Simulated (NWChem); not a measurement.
System: MgGeSiH6; SMILES [SiH3][Mg][GeH3]

Here is an NWChem input.

```
start job
memory heap 200 mb stack 900 mb global 1100 mb
geometry units angstroms
  Mg    -0.435637     1.033224     0.373599
  Si    -0.519227     2.433686    -1.669582
  H     -1.180664     3.756395    -1.713136
  H     -1.180454     1.664244    -2.755140
  H      0.853890     2.701909    -2.170308
  Ge     0.341344    -1.322798     0.612732
  H     -0.494591    -1.737375    -0.660810
  H      1.609489    -1.025491    -0.277232
  H      0.765028    -2.756097     0.931276
end
basis spherical
  * library def2-svp
end
dft
  xc pbe0
  iterations 150
end
driver
  maxiter 120
end
task dft optimize
task dft freq
```

The optimisation ended at a saddle point (imaginary frequency).

The level has its own optimisation; frequencies are unscaled.

Q: What results follow from this input? (PBE0/def2-SVP.) Quantities: r Mg–Si (Å); r Ge–Mg (Å); r H–Si (Å); r Ge–H (Å); highest harmonic frequency (cm⁻¹); lowest (cm⁻¹); zero-point energy (kcal/mol); dipole (D).

A: 
```json
{
 "r Mg–Si (Å)": "2.588",
 "r Ge–Mg (Å)": "2.596",
 "r H–Si (Å)": "1.503",
 "r Ge–H (Å)": "1.549",
 "highest harmonic frequency (cm⁻¹)": "2189",
 "lowest (cm⁻¹)": "-35",
 "zero-point energy (kcal/mol)": "29.1",
 "dipole (D)": "0.17"
}
```
